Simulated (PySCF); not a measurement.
`C=C[C@H]1C=C[C@@H](F)[SiH2]1`, C$_{6}$H$_{9}$FSi

Molfile (atoms numbered from 1):
```
C6H9FSi
     RDKit          3D

 17 17  0  0  0  0  0  0  0  0999 V2000
    2.8301    0.3309   -0.6970 C   0  0  0  0  0  0  0  0  0  0  0  0
    1.5294    0.5606   -0.6887 C   0  0  0  0  0  0  0  0  0  0  0  0
    0.5737   -0.0037    0.3080 C   0  0  1  0  0  0  0  0  0  0  0  0
   -0.3818    1.0433    0.8151 C   0  0  0  0  0  0  0  0  0  0  0  0
   -1.6809    0.7974    0.8300 C   0  0  0  0  0  0  0  0  0  0  0  0
   -2.1529   -0.5392    0.3438 C   0  0  1  0  0  0  0  0  0  0  0  0
   -3.1734   -0.3854   -0.5932 F   0  0  0  0  0  0  0  0  0  0  0  0
   -0.5827   -1.3651   -0.4096 Si  0  0  0  0  0  4  0  0  0  0  0  0
    3.3012   -0.2888    0.0493 H   0  0  0  0  0  0  0  0  0  0  0  0
    3.4784    0.7464   -1.4492 H   0  0  0  0  0  0  0  0  0  0  0  0
    1.0823    1.1861   -1.4506 H   0  0  0  0  0  0  0  0  0  0  0  0
    1.1510   -0.3988    1.1508 H   0  0  0  0  0  0  0  0  0  0  0  0
    0.0347    1.9784    1.1612 H   0  0  0  0  0  0  0  0  0  0  0  0
   -2.4190    1.5089    1.1680 H   0  0  0  0  0  0  0  0  0  0  0  0
   -2.6145   -1.1046    1.1628 H   0  0  0  0  0  0  0  0  0  0  0  0
   -0.3214   -2.6891    0.1559 H   0  0  0  0  0  0  0  0  0  0  0  0
   -0.6612   -1.3654   -1.8663 H   0  0  0  0  0  0  0  0  0  0  0  0
  1  2  2  0
  2  3  1  0
  3  4  1  0
  4  5  2  0
  5  6  1  0
  6  7  1  0
  6  8  1  0
  8  3  1  0
  1  9  1  0
  1 10  1  0
  2 11  1  0
  3 12  1  1
  4 13  1  0
  5 14  1  0
  6 15  1  1
  8 16  1  0
  8 17  1  0
M  END
```

Computed, not measured: TDDFT B3LYP/def2-SVPD circular dichroism and optical rotation, one conformer, gas phase in PySCF. Geometry: GFN2-xTB.

The molecule is flexible and this is one conformer; a measurement averages over conformers. States above about 7.0 eV lie in this functional's continuum (it starts at minus the energy of the highest occupied orbital, well below the true ionisation energy for most functionals) and depend on the basis.

(1) Draw the ECD and absorption spectra from the lowest 16 states, each a Gaussian of half-width 0.25 eV at 1/e height.

Answers

(1) 
```tsv
E (eV)	λ (nm)	Δε (L mol⁻¹ cm⁻¹)	ε (L mol⁻¹ cm⁻¹)
5.12	242	+0.48	95.1
5.27	235	+3.66	732
5.42	229	+13.70	2740
5.57	223	+25.26	5080
5.72	217	+24.71	5160
5.87	211	+19.55	4810
6.02	206	+20.02	6090
6.17	201	+14.43	5930
6.32	196	+4.25	4300
6.47	192	-2.62	4620
6.62	187	-20.03	8960
6.77	183	-42.48	16200
6.92	179	-31.77	19300
7.07	175	-3.78	16500
7.22	172	+0.85	13000
7.37	168	-9.70	9870
```
Δε uses R in velocity form, ε uses f in length form. Only the states computed contribute, so the short-wavelength end is incomplete.

The sign of the CD band at 171 nm isn't settled: the length form gives the opposite one.
